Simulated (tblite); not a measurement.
Species: C5H8FNSi2.
Geometry (GFN2-xTB, Å), atoms numbered from 1 in this order:
```xyz
17
C5H8FNSi2 angstrom
N     -1.054   -3.654   -0.817
C     -0.954   -2.633   -0.309
Si    -0.781   -0.971    0.528
C     -1.587    0.401   -0.518
C     -0.822    1.713   -0.294
Si     1.062    1.395   -0.291
C      0.999   -0.361    0.429
C      2.056   -1.062    0.792
F      3.308   -0.569    0.696
H     -1.299   -1.124    1.892
H     -1.527    0.130   -1.575
H     -2.647    0.535   -0.296
H     -1.113    2.447   -1.046
H     -1.115    2.132    0.670
H      1.775    2.332    0.578
H      1.623    1.371   -1.644
H      2.070   -2.067    1.194
```

Calculated harmonic vibrations of the isolated species, GFN2-xTB (tblite), most abundant isotopes, no scaling. This tight-binding method is rough: wavenumbers can miss measured ones by several per cent, in bad cases by 10 to 20. Modes of hydrogen on silicon can be 10 to 20 % off. One conformer, not necessarily the lowest.

Harmonic wavenumbers (cm⁻¹): 35.1, 63.5, 95.2, 140.2, 171.2, 222.4, 264.7, 301.4, 317.3, 326.8, 370.8, 421.8, 488.1, 540.2, 562.2, 596.2, 606.8, 642.4, 674.4, 682.7, 734.2, 765.8, 784.4, 816.0, 828.8, 943.2, 1045.3, 1060.3, 1064.7, 1135.7, 1268.5, 1273.8, 1287.1, 1479.5, 1495.2, 1674.2, 2234.2, 2249.6, 2272.0, 2353.5, 2954.6, 2966.9, 2980.4, 2993.4, 3035.6.

A = 1354, B = 978.7, C = 621.3 MHz; mass 157.018 u (most abundant isotopes); point group C1, symmetry number 1.

Problem. Zero-point energy?

Solution. ½Σν̃ = 24610 cm⁻¹ = 294.40 kJ/mol.

Problem. What is S at 400 K and 1 bar for an ideal gas of classical rigid rotors and harmonic oscillators?

Solution. Translation 178.03, rotation 130.64, vibration 188.93: S = 497.6 J/(mol K).

Problem. And Cp and H(400 K) − H(0)?

Solution. Cp = 217.85 J/(mol K), of which vibrations give 184.59 (their classical limit is 45 R = 374.2); H(400 K) − H(0) = 52.44 kJ/mol without the zero-point energy, 39.14 from vibrations.

Problem. What must be added to the electronic energy to get the Gibbs energy at 400 K and 1 bar?

Solution. ZPE + [H(400 K) − H(0)] − T·S = 294.40 + 52.44 − 199.04 = 147.80 kJ/mol.

Problem. Blend soft modes into free rotors: weight 1/[1 + (100 cm⁻¹/ν̃)⁴] for the oscillator and the rest for a rotor with moment μB/(μ + B), μ = h/(8π²ν), B = 10⁻⁴⁴ kg m². What vibrational entropy results?

Solution. 173.51 J/(mol K) in place of 188.93, which changes −T·S at 400 K by +6.17 kJ/mol.

Hindered rotation and anharmonicity are outside this model. Other conformers, if any are populated, would add a mixing term that is left out. The structure is chiral; the term R ln 2 for an equal mix with its mirror image is left out.

Hardware: one thread of an Arm Neoverse V2, no GPU, shared host with 32 logical CPUs at a one-minute load of 29. Cost: 0.68 s. The figure is for the frequency step alone.
